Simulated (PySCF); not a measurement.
System: C₂H₃BBr (charge 0, doublet). It need not be the lowest isomer of its formula. SMILES: [B](Br)C=C
Structure (B3LYP-D3(BJ)/def2-TZVP (Ansatz) minimum search):
```xyz
7

C     -3.0484     0.3099    -0.3950
C     -1.7634     0.0364    -0.6564
B     -0.6838     0.2331     0.4013
Br     1.1708    -0.1076     0.1859
H     -3.3544     0.6788     0.5770
H     -3.8310     0.1766    -1.1340
H     -1.5023    -0.3324    -1.6477
```
Charge 0, spin multiplicity 2.

Dispersion corrections to the total energy (kcal/mol) from the dftd3 and dftd4 libraries through PySCF: D3(BJ) without and D4 with the three-body term, each with the damping fitted for the functional named.

```tsv
functional	D3(BJ)	D4
BHLYP	-4.93	-4.08
B2GP-PLYP	-2.60	(withheld)
PW6B95	-1.86	-2.86
TPSS	-4.30	-4.38
PBE	(withheld)	-3.24
PBE0	-2.96	-2.73
BP86	-5.68	(withheld)
```

Question: Fill in the missing entries.

Answer: 
- B2GP-PLYP, D4: -1.37
- PBE, D3(BJ): -3.35
- BP86, D4: -4.40
